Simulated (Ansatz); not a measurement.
Geometry optimisation, UKS revPBE-D4/cc-pVDZ in Ansatz 0.2.0.

Input file:

```yaml
crystal:
  periodic: [false, false, false]
  atoms:
    - { symbol: "N", position_ang: [0.869, -2.1919, 0.0659] }
    - { symbol: C, position_ang: [0.2318, -1.0009, 0.7571] }
    - { symbol: Si, position_ang: [-0.3327, 0.3777, -0.4409] }
    - { symbol: O, position_ang: [0.9426, 0.6701, -1.5926] }
    - { symbol: C, position_ang: [-0.829, 1.87, 0.5029] }
    - { symbol: F, position_ang: [0.1618, 2.268, 1.3741] }
    - { symbol: H, position_ang: [0.1939, -2.5228, -0.6266] }
    - { symbol: H, position_ang: [1.6992, -1.8414, -0.4543] }
    - { symbol: H, position_ang: [-0.6237, -1.3179, 1.3828] }
    - { symbol: H, position_ang: [0.9774, -0.6023, 1.4855] }
    - { symbol: H, position_ang: [-1.4692, -0.1475, -1.1734] }
    - { symbol: H, position_ang: [1.0042, -0.0302, -2.236] }
    - { symbol: H, position_ang: [-1.0902, 2.75, -0.1549] }
    - { symbol: H, position_ang: [-1.7482, 1.69, 1.1392] }
magnetization:
  spin_polarized: true
basis:
  gaussian: { orbitals: cc-pVDZ }
hamiltonian:
  xc: revpbe
  dispersion: d4
relax:
  f_tol: 0.02
  max_steps: 40
output:
  orbitals: {}
```

Run as:

```bash
$ ansatz run input.yaml --threads 4 --pin off --max-ram 5120MiB --backend cpu --events-out ev --progress --plain --runs-dir out
```

Question: Where does it end, and by what steps?

Answer: The run converged. After 18 steps the energy has fallen by 0.303 eV; H12 moved furthest, 0.99 Å.

```json
{"step": "0", "energy less start (eV)": "0.0000", "largest force component (eV/Å)": "1.603", "accepted": "yes"}
{"step": "1", "energy less start (eV)": "-0.2068", "largest force component (eV/Å)": "0.840", "accepted": "yes"}
{"step": "2", "energy less start (eV)": "-0.2440", "largest force component (eV/Å)": "0.238", "accepted": "yes"}
{"step": "3", "energy less start (eV)": "-0.2490", "largest force component (eV/Å)": "0.131", "accepted": "yes"}
{"step": "4", "energy less start (eV)": "-0.2514", "largest force component (eV/Å)": "0.081", "accepted": "yes"}
{"step": "5", "energy less start (eV)": "-0.2530", "largest force component (eV/Å)": "0.145", "accepted": "yes"}
{"step": "6", "energy less start (eV)": "-0.2537", "largest force component (eV/Å)": "0.396", "accepted": "yes"}
{"step": "7", "energy less start (eV)": "-0.2620", "largest force component (eV/Å)": "0.252", "accepted": "yes"}
{"step": "8", "energy less start (eV)": "-0.2658", "largest force component (eV/Å)": "0.565", "accepted": "yes"}
{"step": "9", "energy less start (eV)": "-0.2298", "largest force component (eV/Å)": "0.748", "accepted": "no"}
{"step": "10", "energy less start (eV)": "-0.2775", "largest force component (eV/Å)": "0.435", "accepted": "yes"}
{"step": "11", "energy less start (eV)": "-0.2871", "largest force component (eV/Å)": "0.252", "accepted": "yes"}
{"step": "12", "energy less start (eV)": "-0.2902", "largest force component (eV/Å)": "0.300", "accepted": "yes"}
{"step": "13", "energy less start (eV)": "-0.2960", "largest force component (eV/Å)": "0.301", "accepted": "yes"}
{"step": "14", "energy less start (eV)": "-0.2986", "largest force component (eV/Å)": "0.198", "accepted": "yes"}
{"step": "15", "energy less start (eV)": "-0.3005", "largest force component (eV/Å)": "0.211", "accepted": "yes"}
{"step": "16", "energy less start (eV)": "-0.3017", "largest force component (eV/Å)": "0.079", "accepted": "yes"}
{"step": "17", "energy less start (eV)": "-0.3024", "largest force component (eV/Å)": "0.049", "accepted": "yes"}
{"step": "18", "energy less start (eV)": "-0.3026", "largest force component (eV/Å)": "0.016", "accepted": "yes"}
```

```xyz
14
Properties=species:S:1:pos:R:3
N 0.914 -2.252 0.185
C 0.250 -1.076 0.805
Si -0.360 0.224 -0.444
O 0.998 0.387 -1.482
C -0.814 1.879 0.417
F 0.248 2.227 1.291
H 0.225 -2.726 -0.422
H 1.613 -1.890 -0.484
H -0.585 -1.424 1.450
H 0.967 -0.573 1.490
H -1.578 -0.241 -1.230
H 0.834 0.945 -2.265
H -0.975 2.720 -0.298
H -1.749 1.772 1.016
```

Whether the end is a true minimum wasn't checked by a vibrational analysis.

The run took 91 s on 4 threads of Arm Neoverse N1 (shared host), peak memory 0.24 GiB.
